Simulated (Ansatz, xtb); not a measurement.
Process, species as SMILES: CC/C=C(\C)CC [(E)-3-methylhex-3-ene] → C=CCCC(C)C [5-methylhex-1-ene]
Structures are relaxed separately at B3LYP-D3(BJ)/def2-TZVP in Ansatz (an electronic-structure program), one conformer each, not searched for the lowest.

Quantity: isomerisation energy (electronic energy difference), in kcal/mol. Valence correlation only, unless marked. Spin-orbit coupling is left out. No relativistic terms. Basis-set limits of correlation are two-point, X^-3; Hartree-Fock from the larger set. The bracket is a focal-point correction in the basis named.

```json
[
 {"level": "GFN1-xTB", "program": "xtb", "isomerisation energy (kcal/mol)": "5.4", "minus last row": "3.0"},
 {"level": "HF/cc-pVQZ", "program": "Ansatz", "isomerisation energy (kcal/mol)": "2.0", "minus last row": "-0.4"},
 {"level": "r2SCAN/def2-TZVPD", "program": "Ansatz", "isomerisation energy (kcal/mol)": "3.5", "minus last row": "1.1"},
 {"level": "PBE0/STO-3G", "program": "Ansatz", "isomerisation energy (kcal/mol)": "5.6", "minus last row": "3.2"},
 {"level": "PBE0/def2-SVP", "program": "Ansatz", "isomerisation energy (kcal/mol)": "4.2", "minus last row": "1.8"},
 {"level": "PBE0/def2-TZVPD", "program": "Ansatz", "isomerisation energy (kcal/mol)": "3.8", "minus last row": "1.4"},
 {"level": "MP2/aug-cc-pVDZ", "program": "Ansatz", "isomerisation energy (kcal/mol)": "2.4", "minus last row": "0.0"},
 {"level": "MP2/cc-pVDZ", "program": "Ansatz", "isomerisation energy (kcal/mol)": "2.9", "minus last row": "0.5"},
 {"level": "RI-MP2/aug-cc-pVQZ", "program": "Ansatz", "isomerisation energy (kcal/mol)": "3.1", "minus last row": "0.7"},
 {"level": "CCSD/6-31G*", "program": "Ansatz", "isomerisation energy (kcal/mol)": "2.6", "minus last row": "0.2"},
 {"level": "CCSD(T)/cc-pVDZ", "program": "Ansatz", "isomerisation energy (kcal/mol)": "2.2", "minus last row": "-0.2"},
 {"level": "CCSD(T)/cc-pVTZ", "program": "Ansatz", "isomerisation energy (kcal/mol)": "2.5", "minus last row": "0.1"},
 {"level": "CCSD(T)/cc-pwCVTZ", "program": "Ansatz", "isomerisation energy (kcal/mol)": "2.5", "minus last row": "0.1"},
 {"level": "RI-MP2/CBS(aug-cc-pVTZ,aug-cc-pVQZ)+[CCSD(T)-MP2]/aug-cc-pVDZ", "program": "Ansatz", "isomerisation energy (kcal/mol)": "2.4", "minus last row": "0.0"},
 {"level": "RI-MP2/CBS(aug-cc-pVTZ,aug-cc-pVQZ)+[CCSD(T)-MP2]/aug-cc-pVTZ", "program": "Ansatz", "isomerisation energy (kcal/mol)": "2.4", "minus last row": "0.0"}
]
```
